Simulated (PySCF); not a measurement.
Structure problem from calculated spectra and properties.

Formula: C6H8NOP.

- Dipole: 2.07 D [PBE0/pcSseg-1]
- NMR, other nuclei: isotropic shieldings of nuclei other than C and H, by class: -105 (1 N), 233 (1 O), 99 (1 P) ppm [GIAO PBE0/pcSseg-1]
- Rotational structure: rotational constants A, B, C: 3.250, 0.919, 0.723 GHz [GFN2-xTB]
- 1H NMR: chemical shifts (computed TMS as zero) by class: 9.14 (1 H), 8.29 (1 H), 3.97 (3 H), 3.11 (3 H) ppm [GIAO PBE0/pcSseg-1]
- 13C NMR: chemical shifts (computed TMS as zero) by class: 191.5 (1 C), 163.9 (1 C), 157.1 (1 C), 133.1 (1 C), 55.6 (1 C), 32.7 (1 C) ppm [GIAO PBE0/pcSseg-1]

The electronic properties come from PySCF, for the isolated species, density fitting. Levels stand in brackets. Geometry: GFN2-xTB, one conformer, isolated molecule. Each NMR value is the plain mean over a class of atoms that symmetry, rotation or inversion makes alike.

Question: Propose a structure and show how it fits.

Answer: Numbering: `[CH3:1][O:2][c:3]1[cH:4][n:5][c:6]([CH3:7])[p:8][cH:9]1`. 6 carbons fall into 6 classes; from least to most shielded: substituted aromatic carbon [C6] (191.5 ppm), aromatic CH carbon [C9] (163.9 ppm), aromatic carbon bearing oxygen [C3] (157.1 ppm), aromatic CH next to a ring nitrogen [C4] (133.1 ppm), methoxy carbon [C1] (55.6 ppm), benzylic-type carbon [C7] (32.7 ppm). Hydrogen classes from least to most shielded: 1 H on an aromatic CH carbon, C9 (9.14 ppm), 1 H on an aromatic CH next to a ring nitrogen, C4 (8.29 ppm), 3 H on a methoxy carbon, C1 (3.97 ppm), 3 H on a benzylic-type carbon, C7 (3.11 ppm). The other shieldings belong to: -105 ppm, pyridine-type nitrogen [N5]; 233 ppm, aryl ether oxygen [O2]; 99 ppm, phosphorus bonded to 2 C [P8]. By its constants the optimised geometry is an asymmetric top. Structure: `COC1=CP=C(C)N=C1`. Computed isomers that give other values at the same levels: `OCPc1ccncc1` (13C chemical shifts (computed TMS as zero) by class: 155.6 (2 C), 153.1 (1 C), 133.4 (2 C), 67.6 (1 C) ppm); `COc1nccpc1C` (13C chemical shifts (computed TMS as zero) by class: 169.3 (1 C), 159.8 (1 C), 155.1 (1 C), 145.0 (1 C), 55.6 (1 C), 23.9 (1 C) ppm); `CC(=O)c1cn(C)cp1` (13C chemical shifts (computed TMS as zero) by class: 197.1 (1 C), 159.3 (1 C), 152.5 (1 C), 141.2 (1 C), 39.4 (1 C), 31.3 (1 C) ppm). The assignments are read from this structure; whether some other isomer fits the data as well wasn't checked.

The values belong to the conformer `[CH3:1][O:2][c:3]1[cH:4][n:5][c:6]([CH3:7])[p:8][cH:9]1`: C1–O2–C3–C4 0°.
